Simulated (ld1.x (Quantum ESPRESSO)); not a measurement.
## Configuration tests for Fe (Z = 26) (TM)

- Element: iron
- Generator: ld1.x (Quantum ESPRESSO) 7.5
- Type: norm-conserving Troullier–Martins (Kleinman–Bylander form)
- Functional: PBE
- Relativity: scalar-relativistic
- Frozen core: [Ne] 3s2
- Valence charge: 14
- Reference configuration: 3p6 3d6 4s1.75 4p0.25
- Partial waves: 4s (bound): rc 2.00 bohr; 3p (bound): rc 1.20 bohr; 3d (bound): rc 1.75 bohr
- Local potential: the d channel
- Core correction: none

Occupied shells without a wave of their own: 4p. They enter only through the test configuration that unscreens the potential.

Energies are relative to the spin-unpolarised reference configuration 3p6 3d6 4s1.75 4p0.25; without spin polarisation the order of configurations can differ from experiment. The frozen-core shift is the all-electron ΔE with the core orbitals held at their reference shape minus the fully relaxed ΔE.

| valence configuration | charge | ΔE all-electron (eV) | error AE − PS (meV) | frozen-core shift (meV) |
| --- | --- | --- | --- | --- |
| 3p6 3d6 4s0 4p0 | +2 | 23.933 | +163 | +3.2 |
| 3p6 3d5 4s2 4p1 | 0 | 7.748 | -292 | +20 |
| 3p6 3d4 4s0 4p0 | +4 | 111.245 | +593 | +197 |
| 3p6 3d7 4s0 4p0 | +1 | 5.637 | -12 | +20 |
| 3p6 3d6 4s1.5 4p0 | +0.5 | 2.484 | +74 | n/a |

Question: What are ΔE and the potential's error for 3p6 3d6 4s1 4p0?

Answer: ΔE = 7.729 eV all-electron; the error (AE − PS) is +103 meV.

Question: What are ΔE and the potential's error for 3p6 3d6 4s2 4p0?

Answer: ΔE = -1.000 eV all-electron; the error (AE − PS) is +47 meV.

These tests converged, but a pseudo level misses the all-electron one widely, so the file describes the atom poorly there or has found another state: 3p6 3d4 4s0 4p0: empty 4s by 6.6 eV (a node warning on the way). ld1.x printed “convergence not achieved” for 4 of the counted tests; their residual had stalled under 1e-8, short of the target of 1e-14. The 4p level has no wave, so the channel is fitted at the deeper level alone: the likely source of the large errors. A variational frozen-core shift is positive and of second order in the change. This column holds negative values, so the frozen-core run of ld1.x carries numerical noise or an error of first order here, and the column gives no more than the rough size of the effect.

Note: ghost state, extra bound levels that the all-electron valence spectrum of the same l lacks: s at -149.6 eV. A true bound ghost makes a file unfit for plane-wave use.
